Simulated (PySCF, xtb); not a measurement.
Be(Et) (C2H5Be), SMILES [Be+][CH2]C, charge +1.

GFN2-xTB run with xtb 6.7.1 at its own geometry gives an orbital gap of 1.79 eV.

Coordinates come from a PBE0-D3(BJ)/def2-TZVP optimisation. The multiplicity is an assumed one; other spin states were not compared. The isomer is the one that the SMILES or the coordinates give; other isomers of the formula were not compared.

Question: What does B3LYP/def2-TZVPD (PySCF) give? (Estimate from the structure and the level; the computed values follow.)

Answer: gap 3.69 eV (levels -13.69 and -10.00 eV).
